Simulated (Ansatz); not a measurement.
The lowest singlet and triplet of C6H6 (SMILES c1ccccc1); geometries from B3LYP-D3(BJ)/def2-TZVP, each state relaxed from the structure named, with no frequency check.
Singlet (charge 0, multiplicity 1):
```xyz
12

C      1.2734     0.5575    -0.0340
C      1.1178    -0.8237    -0.0743
C     -0.1556    -1.3812    -0.0403
C     -1.2734    -0.5575     0.0340
C     -1.1178     0.8237     0.0743
C      0.1556     1.3812     0.0403
H      2.2648     0.9915    -0.0605
H      1.9881    -1.4650    -0.1322
H     -0.2767    -2.4565    -0.0717
H     -2.2648    -0.9915     0.0605
H     -1.9881     1.4650     0.1322
H      0.2767     2.4565     0.0717
```
Triplet (charge 0, multiplicity 3):
| atom | x (Å) | y (Å) | z (Å) |
|---|---|---|---|
| C | 1.2792 | 0.6206 | -0.2187 |
| C | 1.1378 | -0.8388 | -0.0199 |
| C | -0.2138 | -1.4044 | -0.2262 |
| C | -1.2711 | -0.6044 | 0.0494 |
| C | -1.0744 | 0.7910 | 0.3079 |
| C | 0.2013 | 1.3928 | 0.0568 |
| H | 2.2270 | 1.0510 | -0.5173 |
| H | 1.7017 | -1.2577 | 0.8189 |
| H | -0.3437 | -2.4357 | -0.5302 |
| H | -2.2826 | -0.9915 | 0.0006 |
| H | -1.9282 | 1.4197 | 0.5187 |
| H | 0.2722 | 2.4737 | 0.0134 |

```json
[
 {"level": "R-HF/cc-pVDZ", "gap E(singlet) − E(triplet), adiabatic (kJ/mol)": "-270.2", "cost": "-"},
 {"level": "R-HF/cc-pVTZ", "gap E(singlet) − E(triplet), adiabatic (kJ/mol)": "-270.7", "cost": "-"},
 {"level": "R-SVWN5/def2-TZVPP", "gap E(singlet) − E(triplet), adiabatic (kJ/mol)": "-394.7", "cost": "×0.7"},
 {"level": "U-PBE/def2-TZVPP", "gap E(singlet) − E(triplet), adiabatic (kJ/mol)": "-367.1", "cost": "×1"},
 {"level": "R-r2SCAN/def2-TZVPP", "gap E(singlet) − E(triplet), adiabatic (kJ/mol)": "-350.7", "cost": "×0.8"},
 {"level": "U-r2SCAN/def2-TZVPP", "gap E(singlet) − E(triplet), adiabatic (kJ/mol)": "-350.7", "cost": "×1"},
 {"level": "U-BHLYP/def2-TZVPP", "gap E(singlet) − E(triplet), adiabatic (kJ/mol)": "-360.3", "cost": "×1"},
 {"level": "R-wB97M-V/def2-TZVPP", "gap E(singlet) − E(triplet), adiabatic (kJ/mol)": "-382.9", "cost": "×2"},
 {"level": "U-B2PLYP/def2-TZVPP", "gap E(singlet) − E(triplet), adiabatic (kJ/mol)": "-387.5", "cost": "×2"},
 {"level": "R-MP2/cc-pVDZ", "gap E(singlet) − E(triplet), adiabatic (kJ/mol)": "-459.3", "cost": "-"},
 {"level": "U-SCS-MP2/cc-pVDZ (spin-contaminated)", "gap E(singlet) − E(triplet), adiabatic (kJ/mol)": "-374.8", "cost": "-"},
 {"level": "R-SCS-MP2/cc-pVTZ", "gap E(singlet) − E(triplet), adiabatic (kJ/mol)": "-458.1", "cost": "-"},
 {"level": "R-CCSD/cc-pVTZ", "gap E(singlet) − E(triplet), adiabatic (kJ/mol)": "-365.5", "cost": "-"},
 {"level": "R-CCSD(T)/cc-pVDZ", "gap E(singlet) − E(triplet), adiabatic (kJ/mol)": "-371.3", "cost": "×2"},
 {"level": "R-CCSD(T)/cc-pVTZ", "gap E(singlet) − E(triplet), adiabatic (kJ/mol)": "-379.5", "cost": "×20*"},
 {"level": "U-CCSD(T)/cc-pVTZ (spin-contaminated)", "gap E(singlet) − E(triplet), adiabatic (kJ/mol)": "-373.9", "cost": "×40"},
 {"level": "SA-CASSCF(6,6)/cc-pVDZ", "gap E(singlet) − E(triplet), adiabatic (kJ/mol)": "-353.5", "cost": "-"},
 {"level": "SC-NEVPT2 on SA-CASSCF(6,6)/cc-pVDZ", "gap E(singlet) − E(triplet), adiabatic (kJ/mol)": "-398.9", "cost": "-"},
 {"level": "FIC-NEVPT4(SD) on SA-CASSCF(6,6)/cc-pVTZ", "gap E(singlet) − E(triplet), adiabatic (kJ/mol)": "-376.3", "cost": "-"},
 {"level": "FIC-MRCISD+Q on SA-CASSCF(6,6)/cc-pVTZ", "gap E(singlet) − E(triplet), adiabatic (kJ/mol)": "-376.8", "cost": "-"}
]
```

The rows run from -459.3 (R-MP2/cc-pVDZ) to -270.2 kJ/mol (R-HF/cc-pVDZ). In cc-pVTZ the value moves R-HF -270.7, R-CCSD -365.5, R-CCSD(T) -379.5, a shift of -108.7 from R-HF to R-CCSD(T). The 4 U-functionals in def2-TZVPP without D3 or D4 span 36.9, from U-B2PLYP to U-r2SCAN.

A positive gap puts the triplet lower; no zero-point energy. R- takes a restricted singlet. U- takes an unrestricted singlet (broken symmetry where lower, unprojected). The triplet is unrestricted in single-reference levels. Active spaces average the two states.

Cores are frozen in the correlated methods.

Doubts at one or more of the structures used: a restricted determinant that unrestricted orbitals would lower (R-HF/cc-pVDZ, R-HF/cc-pVTZ, R-MP2/cc-pVDZ, R-SCS-MP2/cc-pVTZ, R-CCSD/cc-pVTZ, R-CCSD(T)/cc-pVDZ, R-CCSD(T)/cc-pVTZ); a spin-contaminated determinant (R-HF/cc-pVDZ, R-HF/cc-pVTZ, R-MP2/cc-pVDZ, R-SCS-MP2/cc-pVTZ, R-CCSD/cc-pVTZ, R-CCSD(T)/cc-pVDZ, R-CCSD(T)/cc-pVTZ).

The values were computed with Ansatz (Gaussian orbitals). Each number belongs to the level named beside it.

Costs are rough ratios of core time to R-PBE/def2-TZVPP (about 40 s over the structures, on one shared machine); a dash marks a level with no comparable run of its own. A star marks coupled-cluster runs past 200 virtual orbitals, where the program's memory plan changes under this machine's limit, so their costs aren't comparable with smaller runs.

Ansatz is a program for electronic structure.
